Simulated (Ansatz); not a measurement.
CuH₅N₂, SMILES `[NH2][Cu-][NH3+]`, relaxed with RKS PBE0-D4/def2-TZVP in Ansatz 0.2.0 from a GFN2-xTB geometry. The force threshold is 0.005 eV/Å; the program also tests the step.

The species carries charge 0 and has multiplicity 1.

Start:

```xyz
8

N    -0.145   -1.228   -1.631
Cu   -0.024   -0.165   -0.207
N     0.036    0.864    1.360
H    -0.691   -0.933   -2.428
H     0.691   -1.662   -1.997
H    -0.430    0.342    2.099
H     1.008    1.036    1.611
H    -0.445    1.745    1.193
```

By how much does the energy fall, and how many steps does the optimiser take? (An estimate is asked.)

Computed: 6.91 kJ/mol, in 5 steps.

Which bonds change most? (An estimate is asked.)

Ansatz gave: Cu2–N3 from 1.875 to 1.942 Å; N1–Cu2 from 1.781 to 1.821 Å; N1–H4 from 1.011 to 1.016 Å; N1–H5 from 1.011 to 1.016 Å.

Give the relaxed structure. (Estimate.)

The calculation gave: 
```xyz
8

N    -0.192   -1.343   -1.666
Cu   -0.043   -0.222   -0.239
N     0.034    0.866    1.368
H    -0.663   -0.901   -2.451
H     0.715   -1.624   -2.028
H    -0.417    0.407    2.154
H     0.994    1.058    1.634
H    -0.429    1.758    1.227
```
